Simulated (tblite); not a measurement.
Parent: `[CH2:1]1[O:2][CH2:3][SiH2:4]1`, C2H6OSi.

Structures optimised with GFN2-xTB, isolated species. One conformer each, not checked by frequencies here.

```csv
coordinate of the parent,value
C1–O2,1.436 Å
O2–C3,1.436 Å
C3–Si4,1.919 Å
C1–Si4,1.919 Å
O2–C1–Si4,92.7°
C1–O2–C3,102.9°
O2–C3–Si4,92.7°
C1–Si4–C3,71.6°
```

How does the shared frame change in `[cH:1]1[cH:2][s:3][c:4]([C@@H:5]2[O:6][CH2:7][SiH2:8]2)[cH:9]1` with S3–C4–C5–O6 -166°, C6H8OSSi? Atoms pair as C1 = C5, O2 = O6, C3 = C7, Si4 = Si8 (parent first).

```
   parent   relative  value in the relative  change
    C1–O2      C5–O6                1.433 Å  -0.003
    O2–C3      O6–C7                1.435 Å  -0.001
   C3–Si4     C7–Si8                1.918 Å  -0.001
   C1–Si4     C5–Si8                1.941 Å  +0.022
O2–C1–Si4  O6–C5–Si8                  92.1°    -0.6
 C1–O2–C3   C5–O6–C7                 103.2°    +0.3
O2–C3–Si4  O6–C7–Si8                  93.0°    +0.3
C1–Si4–C3  C5–Si8–C7                  71.2°    -0.4
```

Of the parent's bonds, C1–Si4 changes most (+0.022 Å). Bonds of the relative outside the shared frame: C1–C2 1.354, C2–S3 1.726, S3–C4 1.736, C4–C5 1.481, C4–C9 1.360, C1–C9 1.414 Å. Point group C2v → C1.

How does the shared frame change in `[O:1]=[S:2](=[O:3])([OH:4])[C@H:5]1[O:6][CH2:7][SiH2:8]1` with O1–S2–O4–H 176°, O1–S2–C5–O6 169°, S2–C5–O6–C7 97°, C5–O6–C7–Si8 8°, O6–C7–Si8–C5 -6°, S2–C5–Si8–C7 -98°, C2H6O4SSi? Atoms pair as C1 = C5, O2 = O6, C3 = C7, Si4 = Si8 (parent first).

```json
{"parent": "C1–O2", "relative": "C5–O6", "value in the relative": "1.412 Å", "change": "-0.024"}
{"parent": "O2–C3", "relative": "O6–C7", "value in the relative": "1.445 Å", "change": "+0.009"}
{"parent": "C3–Si4", "relative": "C7–Si8", "value in the relative": "1.928 Å", "change": "+0.009"}
{"parent": "C1–Si4", "relative": "C5–Si8", "value in the relative": "1.917 Å", "change": "-0.002"}
{"parent": "O2–C1–Si4", "relative": "O6–C5–Si8", "value in the relative": "93.5°", "change": "+0.8"}
{"parent": "C1–O2–C3", "relative": "C5–O6–C7", "value in the relative": "102.6°", "change": "-0.3"}
{"parent": "O2–C3–Si4", "relative": "O6–C7–Si8", "value in the relative": "92.0°", "change": "-0.7"}
{"parent": "C1–Si4–C3", "relative": "C5–Si8–C7", "value in the relative": "70.9°", "change": "-0.7"}
```

Of the parent's bonds, C1–O2 changes most (-0.024 Å). Bonds of the relative outside the shared frame: O1=S2 1.426, S2=O3 1.439, S2–O4 1.604, S2–C5 1.795 Å. Point group C2v → C1.

How does the shared frame change in `[CH2:1]=[CH:2][C@@H:3]1[O:4][CH2:5][SiH2:6]1` with C1–C2–C3–O4 -153°, C4H8OSi? Atoms pair as C1 = C3, O2 = O4, C3 = C5, Si4 = Si6 (parent first).

| parent | relative | value in the relative | change |
| --- | --- | --- | --- |
| C1–O2 | C3–O4 | 1.439 Å | +0.003 |
| O2–C3 | O4–C5 | 1.434 Å | -0.002 |
| C3–Si4 | C5–Si6 | 1.917 Å | -0.002 |
| C1–Si4 | C3–Si6 | 1.941 Å | +0.022 |
| O2–C1–Si4 | O4–C3–Si6 | 91.8° | -0.9 |
| C1–O2–C3 | C3–O4–C5 | 103.5° | +0.6 |
| O2–C3–Si4 | O4–C5–Si6 | 93.0° | +0.3 |
| C1–Si4–C3 | C3–Si6–C5 | 71.6° | 0.0 |

Of the parent's bonds, C1–Si4 changes most (+0.022 Å). Bonds of the relative outside the shared frame: C1=C2 1.322, C2–C3 1.485 Å. Point group C2v → C1.

These are computed values.
